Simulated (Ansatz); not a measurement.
`[F][Ge][N]([SiH3])[SiH3]` + `ClCCl` → `[SiH3][N]([SiH3])[GeH]` + `FC(Cl)Cl`  (formal exchange of groups at a Ge–F bond)

Program: Ansatz. Geometries: PBE0-D4/def2-TZVP. ΔE: electronic, gas phase. CCSD(T)/CBS is the MP2 limit (def2-TZVPP, def2-QZVPP) plus CCSD(T) − MP2 in def2-TZVPP, frozen cores. This one scheme is used for every species. DFT in def2-TZVPP. For Ge outer-core shells are correlated without core-valence functions, which leaves a few kJ/mol of doubt a bond. Scalar relativity is left out up to krypton. Each species was taken in one conformer, which may not be the lowest.

CCSD(T)/CBS gives +212.6 kJ/mol.

Q: Another level gave +199.6 kJ/mol. Which?
A. SCS-MP2/def2-TZVPP
B. r2SCAN0-D4/def2-TZVPP
C. LDA (SPW92)/def2-TZVPP
D. PBE/def2-TZVPP

A: D. PBE 199.6, SCS-MP2/def2-TZVPP 214.4, r2SCAN0-D4 206.4, LDA (SPW92) 189.4 kJ/mol.

Largest T1 diagnostic among the species: 0.014.

From BLYP to BHLYP (50 % exact exchange), in def2-TZVPP and without D4, ΔE moves by +3.8 kJ/mol. At CCSD(T), def2-SVP lies −20.5 kJ/mol from the extrapolated value and def2-TZVPP −6.1 kJ/mol.
